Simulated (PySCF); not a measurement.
Computed IR spectrum (relative IR intensity) of a molecule CH₄Cl₂OSi. The structure is a stationary point at PBE-D3(BJ)/def2-SVP. One conformer was computed; it need not be the lowest. The numbers are results of PySCF 2.14.0 with PBE-D3(BJ)/def2-SVP, not measurements. Frequencies are harmonic and unscaled.

Lines under 2 % of the strongest are left out, and lines within 2 cm⁻¹ are merged.

```
ν (cm⁻¹)  relative intensity
--------  ------------------
150                      2.7
228                      4.7
269                      9.4
301                       33
466                       11
559                       58
724                       21
750                       10
785                       37
836                      100
919                       25
1226                      11
1374                     3.0
3761                      35
```

### Question
Which molecule gave these data?
(A) CO[SiH](Cl)Cl
(B) C[Si](O)(Cl)Cl
(C) OC[SiH](Cl)Cl

### Answer
B, C[Si](O)(Cl)Cl
